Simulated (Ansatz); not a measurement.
Reaction (redistribution): `[CH3][Ga]([OH])[GeH3]` + `[CH3][Al]1[CH]=[CH]1` → `[GeH3][Al]1[CH]=[CH]1` + `[CH3][Ga]([CH3])[OH]`

Gas-phase electronic energies from Ansatz, PBE0-D4/def2-TZVP geometries. CCSD(T)/CBS is the MP2 limit (def2-TZVPP, def2-QZVPP) plus CCSD(T) − MP2 in def2-TZVPP, frozen cores. Functionals use def2-TZVPP. B3LYP here is the variant with VWN-RPA as its local correlation; programs differ in this. HSE06 is defined as in plane-wave codes. For Ga, Ge outer-core shells are correlated without core-valence functions, which leaves a few kJ/mol of doubt a bond. Scalar relativity is left out up to krypton. Each species was taken in one conformer, which may not be the lowest.

`[CH3][Ga]([OH])[GeH3]`:

Cartesian coordinates in Å:
```
C -0.819 -0.870 -1.559
Ga 0.324 0.090 -0.276
O 1.931 0.653 -0.853
Ge -0.047 0.640 2.068
H -1.852 -0.933 -1.215
H -0.802 -0.377 -2.534
H -0.442 -1.888 -1.694
H 2.117 0.439 -1.770
H -1.530 0.952 2.346
H 0.332 -0.554 2.965
H 0.786 1.850 2.522
```

`[CH3][Al]1[CH]=[CH]1`:

Cartesian coordinates in Å:
```
C 0.013 1.228 -1.457
Al 0.007 -0.028 0.019
C -0.550 -1.453 1.068
C 0.535 -0.820 1.611
H -0.370 0.769 -2.371
H -0.626 2.085 -1.223
H 1.018 1.608 -1.654
H -1.078 -2.316 1.471
H 1.049 -1.074 2.537
```

`[GeH3][Al]1[CH]=[CH]1`:

```xyz
9

Ge    0.927   -1.924   -0.147
Al   -0.134    0.282    0.038
C    -1.487    1.538    0.258
C    -0.281    2.135    0.041
H     2.389   -1.883    0.329
H     0.918   -2.382   -1.616
H     0.178   -2.977    0.684
H    -2.453    2.012    0.422
H    -0.056    3.199   -0.010
```

`[CH3][Ga]([CH3])[OH]`:

Cartesian coordinates in Å:
```
C -1.484 -0.258 1.160
Ga 0.173 0.202 0.224
C 0.779 -0.339 -1.567
O 1.245 1.278 1.190
H -2.355 0.088 0.597
H -1.500 0.203 2.148
H -1.579 -1.340 1.273
H 0.106 0.063 -2.330
H 0.764 -1.427 -1.664
H 1.789 0.014 -1.781
H 2.063 1.517 0.750
```

| level | ΔE (kJ/mol) | difference from CCSD(T)/CBS |
| --- | --- | --- |
| LDA (SPW92) | 8.7 | 1.2 |
| PBE-D4 | 10.6 | 3.1 |
| revPBE-D4 | 10.5 | 3.0 |
| BLYP-D4 | 15.0 | 7.5 |
| r2SCAN-D4 | 11.5 | 4.0 |
| B97M-V | 14.8 | 7.3 |
| PBE0-D4 | 10.4 | 2.9 |
| B3LYP-D4 | 14.6 | 7.1 |
| r2SCAN0-D4 | 11.5 | 4.0 |
| HSE06-D4 | 10.3 | 2.8 |
| BHLYP-D4 | 14.8 | 7.3 |
| CAM-B3LYP-D4 | 13.9 | 6.4 |
| ωB97X-V | 11.5 | 4.0 |
| ωB97M-V | 14.8 | 7.3 |
| B2PLYP | 11.9 | 4.4 |
| PBE-QIDH | 8.7 | 1.2 |
| revPBE | 10.2 | 2.7 |
| BLYP | 14.2 | 6.7 |
| r2SCAN | 11.4 | 3.9 |
| PBE0 | 9.9 | 2.4 |
| B3LYP | 13.8 | 6.3 |
| r2SCANh | 11.4 | 3.9 |
| r2SCAN0 | 11.4 | 3.9 |
| BHLYP | 13.6 | 6.1 |
| CAM-B3LYP | 13.4 | 5.9 |
| LC-ωPBE | 10.0 | 2.5 |
| RPA@PBE/def2-TZVPP | 5.9 | -1.6 |
| HF/def2-SVP | 11.8 | 4.3 |
| MP2/def2-SVP | 9.9 | 2.4 |
| CCSD/def2-SVP | 9.9 | 2.4 |
| CCSD(T)/def2-SVP | 9.2 | 1.7 |
| HF/def2-TZVPP | 11.7 | 4.2 |
| MP2/def2-TZVPP | 8.5 | 1.0 |
| SCS-MP2/def2-TZVPP | 8.8 | 1.3 |
| CCSD/def2-TZVPP | 8.2 | 0.7 |
| CCSD(T)/def2-TZVPP | 7.3 | -0.2 |
| MP2/def2-QZVPP | 8.7 | 1.2 |
| HF/CBS(def2) | 11.8 | 4.3 |
| MP2/CBS(def2) | 8.7 | 1.2 |
| CCSD/CBS(def2) | 8.4 | 0.9 |
| CCSD(T)/CBS | 7.5 | 0 |

Largest T1 diagnostic among the species: 0.013.

Leaving LDA and LC-ωPBE aside and taking each functional with its dispersion term where it has one, the values spread over 6.2 kJ/mol, from PBE-QIDH to BLYP-D4. In def2-TZVPP, CCSD(T) changes the Hartree–Fock value by −4.4 kJ/mol (the triples alone add −0.8 kJ/mol) and MP2 by −3.2 kJ/mol.

CCSD(T)/CBS has its own doubt, a few kJ/mol and more with outer-core shells, so smaller differences from it don't rank the levels.
